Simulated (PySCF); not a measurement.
**Simulated absorption spectrum**

Compound: C4H2F6S.
InChI=1S/C4H2F6S/c5-2(1-11-2)3(6,7)4(8,9)10/h1H2/t2-/m0/s1

Level of theory: PySCF 2.14.0, density-fitted response routines, TDDFT B3LYP/def2-SVPD, vertical, gas phase, core orbitals frozen in the response. Geometry: PBE0-D3(BJ)/def2-SVP, one conformer, isolated molecule. Torsions of this conformer, `[F:1][C:2]([F:3])([F:4])[C:5]([F:6])([F:7])[C@:8]1([F:9])[CH2:10][S:11]1`: F1–C2–C5–F6 -71°, C2–C5–C8–F9 53°.

Computed states:

| state | E (eV) | f |
| --- | --- | --- |
| S1 | 4.91 | 0.0001 |
| S2 | 6.48 | 0.017 |
| S3 | 7.00 | 0.011 |
| S4 | 7.07 | 0.017 |
| S5 | 7.50 | 0.028 |
| S6 | 7.56 | 0.054 |

Broadening: Gaussians 0.3 eV wide at half height, area fixed by f = 4.319×10⁻⁹ ∫ε dν̃. The cross-section is σ = 3.8235×10⁻²¹ ε cm², given in Mb (10⁻¹⁸ cm²). The width is an assumption, not a result. The curve ends short of the highest state used, and states not computed would add to its high-energy end.

Question: What does the envelope look like, and where are its maxima?

Answer: 
E (eV), σ (Mb) and a bar:
```
     4.46       0.00 
     4.57       0.00 
     4.68       0.01 
     4.79       0.03 
     4.90       0.05 
     5.01       0.04 
     5.12       0.01 
     5.23       0.00 
     5.33       0.00 
     5.44       0.00 
     5.55       0.00 
     5.66       0.00 
     5.77       0.00 
     5.88       0.00 
     5.99       0.00 
     6.09       0.06 
     6.20       0.54 ##
     6.31       2.45 ##########
     6.42       5.32 #####################
     6.53       5.49 ######################
     6.64       2.78 ###########
     6.75       1.47 ######
     6.86       3.72 ###############
     6.96       7.61 ##############################
```

Maxima: 252 nm (4.91 eV), ε about 13, made up of S1 (100%); 191 nm (6.48 eV), ε about 1600, made up of S2 (100%) (ε in L mol⁻¹ cm⁻¹; maxima over ε = 5, shares over 10%). At its high-energy end, 6.96 eV, the curve is still rising (ε about 2000, from S3 and S4).

Question: Coming from long wavelengths, where does ε first pass 100 L mol⁻¹ cm⁻¹?

Answer: At about 201 nm (6.18 eV), 1.27 eV above S1.

Question: On this curve, what absorbance would a 10⁻³ mol/L sample give at 254 nm over a 1 cm path?

Answer: 254 nm is 4.881 eV, where ε is about 13 L mol⁻¹ cm⁻¹, so A = ε c l ≈ 0.013 (Beer–Lambert, with the gas-phase spectrum and the assumed width).

Question: What would ε be at 6.48 eV, the highest of these maxima, with half the width (0.15 eV)?

Answer: About 3100 L mol⁻¹ cm⁻¹ against 1550, a factor of about 2.00; a lone state at its own centre would give exactly 2.
